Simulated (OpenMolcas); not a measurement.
Cr4+ (d2) among equal point charges was computed by CASSCF with the d shell active (OpenMolcas, ANO-RCC-VDZP on the metal). Its lowest spin-free states, and all those of the highest spin:

```json
{"2S+1": "3", "Degeneracy": "1", "E (cm-1)": "0.0"}
{"2S+1": "3", "Degeneracy": "2", "E (cm-1)": "394.5"}
{"2S+1": "3", "Degeneracy": "1", "E (cm-1)": "969.9"}
{"2S+1": "3", "Degeneracy": "2", "E (cm-1)": "1749"}
{"2S+1": "3", "Degeneracy": "1", "E (cm-1)": "2184"}
{"2S+1": "1", "Degeneracy": "1", "E (cm-1)": "16198"}
{"2S+1": "1", "Degeneracy": "1", "E (cm-1)": "16738"}
{"2S+1": "1", "Degeneracy": "2", "E (cm-1)": "16995"}
{"2S+1": "1", "Degeneracy": "1", "E (cm-1)": "17496"}
{"2S+1": "3", "Degeneracy": "2", "E (cm-1)": "19331"}
{"2S+1": "3", "Degeneracy": "1", "E (cm-1)": "22373"}
{"2S+1": "1", "Degeneracy": "1", "E (cm-1)": "24088"}
```

Q: Is the site octahedral, tetrahedral or cube-like, axial, or of lower symmetry?

A: The states with 2S+1 = 3 have orbital degeneracies 1, 2, 1, 2, 1, 2, 1. There are pairs but no triples, so the site is axial: not cubic, but with a proper or improper axis of order three or more. The run had Cr4+ among 5 point charges of -0.75 e arranged as a square pyramid (C4v), 1.99 Å from the ion, with the axial distance 2.288 Å.

Spin-orbit coupling mixes the spin-free states strongly: the lowest level takes only 62 % from its leading state, an unlabelled state of the same spin as most of the rest. Without dynamic correlation the repulsion within the d shell is too large (B by tens of per cent), so at a given field states of lower spin stand too high. The ground term spreads over less than 5000 cm-1, several times less than with real ligands, so orbital moments are less quenched and χT lies further from the spin-only value than at real sites. Point charges carry no covalency, so the field is a model and not that of real ligands. An unlabelled pair can be two single states that coincide in this model. No measured value stands beside these numbers.
